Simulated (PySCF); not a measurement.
Titanium: a sound run and one with changed settings

Sound run: Ti²⁺ [Ar] 3d2, Ti³⁺ [Ar] 3d1. Computed with PySCF 2.14 in Sapporo-DKH3-DZP-2012, with the spin-free X2C one-electron Hamiltonian (Gaussian nucleus). The sound run starts from symmetry-adapted Hartree-Fock orbitals and uses a fine grid where one is needed.

Changed run: initial guess atom, at most 50 SCF cycles.

| species | method | sound run (hartree) | changed run (hartree) | converged |
| --- | --- | --- | --- | --- |
| Ti²⁺ | UHF | -852.04661 | -851.87085 | yes |
| Ti²⁺ | BP86 | -853.04382 | -853.04382 | yes |
| Ti²⁺ | MN15 | -853.31836 | -853.31836 | yes |
| Ti³⁺ | UHF | -851.06679 | -851.06679 | yes |
| Ti³⁺ | BP86 | -852.01180 | -852.01180 | yes |
| Ti³⁺ | MN15 | -852.31289 | -852.31289 | yes |

Ionisation energy of Ti²⁺:

```tsv
method	sound run (eV)	changed run (eV)
BP86	28.083	28.083
MN15	27.360	27.360
```

The plain start fixes occupations by D2h representation alone, and Ti²⁺ at UHF landed in another state (other ⟨L²⟩ or ⟨S²⟩). 

For comparison, NIST gives 27.492 eV between the lowest levels.
